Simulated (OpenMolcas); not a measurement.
O2+: effect of the IPEA shift

```
Program             : OpenMolcas 26.06
Basis               : ANO-RCC-VTZP [4s3p2d1f]
Scalar Hamiltonian  : DKH2, point nucleus
Active space        : 4 electrons in 4 orbitals (2s 2p)
State averaging     : 2S+1 = 3 even, 6 roots; 2S+1 = 1 even, 11 roots; 2S+1 = 5 odd, 1 root; 2S+1 = 3 odd, 9 roots; 2S+1 = 1 odd, 8 roots
Spin-orbit coupling : RASSI with atomic mean-field integrals over the reference wave functions, term energies averaged over their components
```

Methods on the same reference wave functions:
A. CASSCF
B. MS-CASPT2, IPEA 0 Eh, imaginary shift 0.1 Eh (closed shells correlated: 1s)
C. MS-CASPT2, IPEA 0.25 Eh, imaginary shift 0.1 Eh (closed shells correlated: 1s)

Energies in cm⁻¹ above 2s² 2p² ³P₀, the measured ground level; measured values from Moore, Selected Tables of Atomic Spectra, NSRDS-NBS 3, section 11.

```
      Level       A       B       C  Measured
2s² 2p² ³P₀     0.0     0.0     0.0       0.0
2s² 2p² ³P₁     106     106     106       113
2s² 2p² ³P₂     312     313     313          
2s² 2p² ¹D₂   22550   20920   20530     20273
2s² 2p² ¹S₀   40399   43410   42940     43186
2s 2p³ ⁵S°₂   49125   58360   57820     60325
2s 2p³ ³D°₂  123087  118530  118650          
2s 2p³ ³D°₁  123088  118530  118650          
2s 2p³ ³D°₃  123089  118540  118650          
2s 2p³ ³P°₀  145230  142430  142400          
2s 2p³ ³P°₁  145230  142430  142400          
2s 2p³ ³P°₂  145231  142430  142400          
2s 2p³ ¹D°₂  202187  188470  189130    187054
2s 2p³ ³S°₁  209381  197780  199450    197088
2s 2p³ ¹P°₁  224126  212160  212550    210462
```

Deviations, from unrounded energies. A percentage is the sum of absolute deviations over the sum of measured energies, with the sign that they share, or ± where signs differ.

```json
{"Against measurement": "mean absolute deviation (cm-1)", "Levels": "7", "A": "8200", "B": "950", "C": "1400"}
{"Against measurement": "fine structure of the ground term (%)", "Levels": "1", "A": "-6.5", "B": "-6.3", "C": "-6.3"}
{"Against measurement": "other terms of the ground configuration (%)", "Levels": "2", "A": "±8.0", "B": "+1.4", "C": "±0.8"}
{"Against measurement": "other configurations (%)", "Levels": "4", "A": "±8.0", "B": "±0.9", "C": "±1.4"}
```

B lies closest to measurement on these levels and A furthest from it. The largest miss of B in the table is 2s 2p³ ⁵S°₂, by -2000 cm-1. The ranking rests on the paired levels alone, and a cruder setting can come out closer through cancelling errors.

Between B and C the level of the table that moves most is 2s 2p³ ³S°₁, by 1700 cm-1 (lowest in B, highest in C). Moves below CASPT2's spread within the term are not significant.

From A to B the spin-free energies of the other terms of 2s² 2p² shown, above ³P, scale by factors of 0.93 to 1.07.

The lowest spin-free term lies below A's lowest term by 0.077 hartree in B, 0.073 hartree in C.

CASPT2 breaks the degeneracy within a term, and the mean is taken; among the terms shown or strongly mixed into the levels shown the widest spread is 310 cm-1 (2s 2p³ ³D°, C). Computed and measured levels are paired by configuration, term and J; levels that our copy of the source lacks, or whose pairing is in doubt (as where it misses far off the trend of its configuration), stay unpaired and out of the deviations. Levels of configurations outside the active space are missing. The table leaves out levels that lie high or whose names do not pair safely across all columns.

° marks odd parity.
